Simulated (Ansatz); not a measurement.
Mulliken charges of `C/C=[C](/F)[ZnH]` from B3LYP/def2-TZVPP in Ansatz (PBE0-D4/def2-TZVP geometry).

| atom | x (Å) | y (Å) | z (Å) | charge (e) |
| --- | --- | --- | --- | --- |
| C1 | -0.388 | -0.861 | 0.999 | -0.177 |
| C2 | 0.654 | -0.678 | -0.049 | -0.148 |
| C3 | 0.696 | 0.359 | -0.878 | 0.191 |
| F4 | 1.716 | 0.387 | -1.788 | -0.243 |
| Zn5 | -0.525 | 1.868 | -0.965 | 0.168 |
| H6 | 0.056 | -0.913 | 1.998 | 0.091 |
| H7 | -1.112 | -0.040 | 1.003 | 0.048 |
| H8 | -0.945 | -1.790 | 0.849 | 0.091 |
| H9 | 1.424 | -1.443 | -0.136 | 0.100 |
| H10 | -1.492 | 3.060 | -1.031 | -0.120 |

**Question.** By hand: the dipole of these point charges (1 e Å = 4.8032 D).

**Answer.** Σ q r = (-0.213, -0.218, 0.352) e Å, of length 0.466 e Å = 2.24 D.

**Question.** How does the dipole of the full density compare? (Estimate.)

**Answer.** The calculation gave: (-0.212, -0.085, 0.250) e Å, 1.63 D; the point charges give 1.37 times that, at 16° from its direction.

Point charges leave out the atoms' own dipoles, such as those of lone pairs, and Mulliken's split depends on the basis, so the two needn't agree.

B3LYP here is the variant with VWN-RPA as its local correlation; programs differ in this.
